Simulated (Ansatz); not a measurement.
Al2F2H2S, SMILES `[F][Al]([F])[S][AlH2]`. The species carries charge 0 and has multiplicity 1.

```xyz
7

F     0.705   -0.920    0.282
Al   -0.770   -1.150   -0.592
F    -1.122   -2.687   -0.995
S    -1.450    0.823   -0.720
Al    0.534    1.055    0.444
H     0.361    1.281    1.997
H     1.741    1.599   -0.416
```

Problem. Give the diagnostics of a CCSD(T)/def2-TZVPP run (frozen core, Ansatz). (Best estimate.)

Solution. The calculation gave: T1 = 0.0121, largest single amplitude 0.018, largest double 0.022, (T) share of the correlation energy 3.3 %, 9 CCSD cycles. The RHF solution is stable towards an unrestricted one. T1 lies under the customary mark of 0.02 for closed shells.
